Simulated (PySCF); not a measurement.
A calculated (PBE0, PySCF 2.14, ANO-RCC-VTZP, scalar relativity by spin-free X2C-1e) atom or ion has these occupied shells.

```csv
shell,electrons,orbital energy (eV),"rms radius, mean of both spins (bohr)"
1s α,1,-2133.2,0.120
1s β,1,-2133.1,0.120
2s α,1,-205.96,0.564
2s β,1,-205.79,0.564
2p α,3,-154.31,0.541
2p β,3,-154.05,0.541
3s α,1,-36.015,1.87
3s β,1,-34.498,1.87
3p α,1,-26.363,2.12
```

(1) Name the element and its charge.

## Answers

(1) P²⁺ (phosphorus, charge +2), in [Ne] 3s2 3p1, 2P determinant.
